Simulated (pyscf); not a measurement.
H₂N–NH–AlH₂ (SMILES N[NH][AlH2]) → H₂N–NH–AlH₂ (SMILES N[NH][AlH2]) (concerted two-bond exchange; singlet surface; H–N, Al–N broken, Al–N, H–N formed). Single points on ωB97X-D3(BJ)/def2-SVP structures (PySCF, gas phase). Correlated levels are frozen-core, on RHF or UHF. ΔMP2 is the change of the MP2 total energy from the triple- to the quadruple-zeta basis. Energies in kcal/mol from the reactant's lowest minimum found.

| level | barrier | reaction energy |
|---|---|---|
| ωB97X-D3(BJ)/def2-TZVP | 48.2 | 0.0 |
| PBE/def2-TZVP | 41.3 | 0.0 |
| r²SCAN/def2-TZVP | 42.6 | 0.0 |
| B3LYP-D3(BJ)/def2-TZVP | … | 0.0 |
| MP2/def2-QZVPP | 44.8 | 0.0 |
| CCSD(T)/def2-TZVPP | 43.9 | 0.0 |
| CCSD(T)/def2-TZVPP + ΔMP2(QZVPP) | … | 0.0 |

Q: What belongs in the gaps?

A: 
- B3LYP-D3(BJ)/def2-TZVP, barrier: 46.3
- CCSD(T)/def2-TZVPP + ΔMP2(QZVPP), barrier: 44.5

What is counted as formed (Al–N) is already present as a longer contact in the reactant adduct; forming that adduct is a step of its own. What is counted as broken (Al–N) persists as a longer contact in the product adduct; parting that adduct is a step of its own. H₂N–NH–AlH₂ is closed by a dative Al–N contact. H₂N–NH–AlH₂ lies 62.7 kcal/mol over its isomer H₂N–AlH–NH₂ (electronic energy, ωB97M-D3(BJ)). One saddle was located; it need not be the lowest between these sides. The CCSD(T) − MP2 part came from Ansatz, without density fitting, on the same reference.
